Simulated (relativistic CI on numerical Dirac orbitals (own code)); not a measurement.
# Electric-dipole transitions in Cs LIV

These numbers are calculated, not measured: Dirac-Coulomb-Breit CI, orbitals from a KLI potential per configuration, QED by a radiative potential, unscaled Slater integrals (own radial code, finite nucleus).

CI space: 1s², 1s2s, 1s2p, 1s3s, 1s3p, 1s3d, 1s4s, 1s4p, 1s4d, 1s4f, 1s5s, 1s5p, 1s5d, 1s5f, 1s5g, 1s6s, 1s6p, 1s6d, 2s². Levels of other configurations are missing.

```csv
λ vac (nm),Lower,Upper,A (s⁻¹),E lower (Ry),E upper (Ry)
0.03893,1s² ¹S0 [1],1s2p ¹P°1 [7],7.33e+15,0.00,2340.67
0.16413,1s2p ³P°2 [6],1s4d ³D3 [26],1.77e+14,2338.02,2893.22
0.20418,1s2s ³S1 [2],1s3p ³P°2 [12],1.79e+14,2301.26,2747.57
0.20659,1s2p ³P°1 [3],1s3d ³D2 [13],4.85e+14,2307.08,2748.19
0.20677,1s2p ³P°0 [4],1s3d ³D1 [14],3.27e+14,2307.59,2748.31
0.22062,1s2p ³P°2 [6],1s3d ³D3 [16],5.49e+14,2338.02,2751.07
0.22199,1s2p ¹P°1 [7],1s3d ¹D2 [17],4.91e+14,2340.67,2751.18
0.43182,1s3d ³D2 [13],1s5f ³F°3 [41],3.72e+13,2748.19,2959.22
0.43715,1s3d ³D3 [16],1s5f ³F°4 [44],3.87e+13,2751.07,2959.53
0.58809,1s3s ³S1 [8],1s4p ³P°2 [22],2.31e+13,2736.79,2891.74
0.59316,1s3p ³P°1 [9],1s4d ³D2 [23],4.89e+13,2738.37,2892.00
0.62567,1s3p ³P°2 [12],1s4d ³D3 [26],5.95e+13,2747.57,2893.22
0.62828,1s3d ³D2 [13],1s4f ³F°3 [27],1.12e+14,2748.19,2893.23
0.62868,1s3d ³D1 [14],1s4f ³F°2 [28],1.00e+14,2748.31,2893.26
0.62874,1s3p ¹P°1 [15],1s4d ¹D2 [29],5.37e+13,2748.33,2893.26
0.63830,1s3d ³D3 [16],1s4f ³F°4 [30],1.17e+14,2751.07,2893.83
0.63870,1s3d ¹D2 [17],1s4f ¹F°3 [31],1.11e+14,2751.18,2893.85
1.2887,1s4p ³P°1 [19],1s5d ³D2 [37],9.78e+12,2887.87,2958.59
1.3506,1s4p ³P°2 [22],1s5d ³D3 [40],1.24e+13,2891.74,2959.21
1.3557,1s4d ³D2 [23],1s5f ³F°3 [41],2.07e+13,2892.00,2959.22
1.3564,1s4d ³D1 [24],1s5f ³F°2 [42],1.86e+13,2892.05,2959.23
1.3565,1s4p ¹P°1 [25],1s5d ¹D2 [43],1.13e+13,2892.06,2959.23
1.3742,1s4d ³D3 [26],1s5f ³F°4 [44],2.20e+13,2893.22,2959.53
1.3746,1s4f ³F°3 [27],1s5g ³G4 [45],3.52e+13,2893.23,2959.53
1.3749,1s4f ³F°2 [28],1s5g ³G3 [46],3.35e+13,2893.26,2959.53
1.3750,1s4d ¹D2 [29],1s5f ¹F°3 [47],2.09e+13,2893.26,2959.54
1.3833,1s4f ³F°4 [30],1s5g ³G5 [48],3.62e+13,2893.83,2959.71
1.3835,1s4f ¹F°3 [31],1s5g ¹G4 [49],3.52e+13,2893.85,2959.72
2.4878,1s5p ³P°2 [36],1s6d ³D3 [58],3.71e+12,2958.45,2995.08
2.4977,1s5p ¹P°1 [39],1s6d ¹D2 [59],3.38e+12,2958.61,2995.10
```

Terms are leading LS components. Brackets give the number of a level in order of energy, since labels repeat. The list gives strong lines, with weight on those to low levels, without lines whose two gauges differ by over a factor of 2.5, among the lowest 59 of 60 levels, so that lines to higher ones, which can be the strongest, are missing. Levels whose partners in the same complex of configurations lie outside the list can be far off, and so can their lines. Rates are taken at the computed energies, electric ones in the length gauge.

At this charge energies of transitions that change n are usually good to better than 1 %, and those within a shell (Δn = 0) to a few per cent.

Problem. From the table, what is the radiative lifetime of 1s4d ³D3?

Solution. The listed rates from this level add up to about 2.37e+14 s⁻¹, 100 % of its decay; with all channels τ = 4.22e-15 s.

LS names give the leading component of a level, which can be under half, so a name can repeat, a term be missing and a line seem to break the LS rules.
